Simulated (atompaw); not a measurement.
## Hg (Z = 80): PAW (atompaw) pseudisation with PBE, scalar-relativistic reference atom.

The input file (atompaw 4.2.0.5):

```
Hg 80
GGA-PBE scalarrelativistic loggrid 2001 logderivrange -12 5 426
6 6 5 4 0 0
6 0 0
6 1 0
0 0 0
c
c
c
c
v
v
c
c
c
v
v
c
c
v
c
2
2.20 1.90 1.65 1.60
n
n
y
-0.8
n
custom polynom vanderbiltortho sinc
3 1 troulliermartins
1.30
1.35
1.90
1.80
2.20
2.20
PWSCFOUT
UPFDX 0.0125d0 UPFXMIN -7.d0 UPFZMESH 80.d0
END
```

Command:

```bash
atompaw < Hg.input > Hg.log
```

Output (summary file):

```
Completed calculations for Hg (AE)

 Exchange-correlation type: GGA, Perdew-Burke-Ernzerhof

 Radial integration grid is logarithmic
 r0 =   8.5902065E-05 h =   6.8721652E-03   n =      2001 rmax =   8.0000000E+01

 Scalar relativistic calculation

 AEatom converged in  38 iterations
   nz     =  80.00
   delta  =       3.858443216590E-16

 All Electron Orbital energies:
  n  l      occupancy      energy
  1  0      2.0000000E+00 -6.1156384E+03
  2  0      2.0000000E+00 -1.0850217E+03
  3  0      2.0000000E+00 -2.5855263E+02
  4  0      2.0000000E+00 -5.7948711E+01
  5  0      2.0000000E+00 -1.0098701E+01
  6  0      0.0000000E+00 -1.7168184E+00
  2  1      6.0000000E+00 -9.3564905E+02
  3  1      6.0000000E+00 -2.1540598E+02
  4  1      6.0000000E+00 -4.3806373E+01
  5  1      6.0000000E+00 -6.3051262E+00
  6  1      0.0000000E+00 -1.0918593E+00
  3  2      1.0000000E+01 -1.7006550E+02
  4  2      1.0000000E+01 -2.7041073E+01
  5  2      1.0000000E+01 -2.1154238E+00
  4  3      1.4000000E+01 -8.4564715E+00

 Total energy
   Total                    :   -39243.24279918486718

 ---
 Completed calculations for Hg (SC)

 Exchange-correlation type: GGA, Perdew-Burke-Ernzerhof

 Radial integration grid is logarithmic
 r0 =   8.5902065E-05 h =   6.8721652E-03   n =      2001 rmax =   8.0000000E+01

 Scalar relativistic calculation

 SCatom converged in   2 iterations
   nz     =  80.00
   delta  =       1.154117031353E-17

 Valence Electron Orbital energies:
  n  l      occupancy      energy
   5  0      2.0000000E+00 -1.0098701E+01
   6  0      0.0000000E+00 -1.7168184E+00
   5  1      6.0000000E+00 -6.3051262E+00
   6  1      0.0000000E+00 -1.0918593E+00
   5  2      1.0000000E+01 -2.1154238E+00

 Total energy
   Total                    :   -39243.24279918595130
   Valence                  :    -1009.12407276667932

 PAW parameters:
       lmax =            2
         rc =    2.2138181014574156
        irc =         1479
   rc_shape =    1.9031772093148120
    rc_vloc =    1.6587673242903043
    rc_core =    1.6027359127762846
   Vloc: Norm-conserving Troullier-Martins with l= 3;e=   1.0000E+00
   Projector type: polynomial pseudization + Vanderbilt ortho.
   Sinc^2 compensation charge shape zeroed at   1.9032E+00

 Number of basis functions     6
 No.   n  nodes  l      Energy         Cp coeff         Occ
  1    5    4    0   -0.1009870E+02 -0.2800875E+01  0.2000000E+01
  2    6    5    0   -0.1716818E+01 -0.1011969E+02  0.0000000E+00
  3    5    3    1   -0.6305126E+01  0.1119832E+01  0.6000000E+01
  4    6    4    1   -0.1091859E+01  0.2213144E+01  0.0000000E+00
  5    5    2    2   -0.2115424E+01 -0.4663969E+01  0.1000000E+02
  6  999    3    2   -0.8000000E+00 -0.1634215E+01  0.0000000E+00

 Eigenvalues of overlap operator (in the basis of projectors):
    1        2.98482246E-01
    2        1.00085430E+00
    3        7.19702896E+00
    4        1.85860641E+01
    5        8.69285387E+01
    6        4.61806750E+02

 Orbital leakage outside PAW augmentation regions
   orb  is_core?  %out_of_sphere
   1 0    T           0.00
   2 0    T           0.00
   3 0    T           0.00
   4 0    T           0.00
   5 0    F           0.07
   6 0    F          54.60
   2 1    T           0.00
   3 1    T           0.00
   4 1    T           0.00
   5 1    F           0.57
   6 1    F          79.95
   3 2    T          -0.00
   4 2    T           0.00
   5 2    F           9.94
   4 3    T           0.00

 Summary of PAW energies
   Total valence energy     :  -1009.12408803352957
   Smooth energy            :     19.20447084817360
   One center               :  -1028.32855888170320
   Smooth kinetic           :     51.29218023404215
   Vloc energy              :    -34.30109735797158
   Smooth exch-corr         :    -16.93930386898782
   One-center xc            :   -722.69187135394714
```

The run took about 11 s on one core of a shared server CPU.
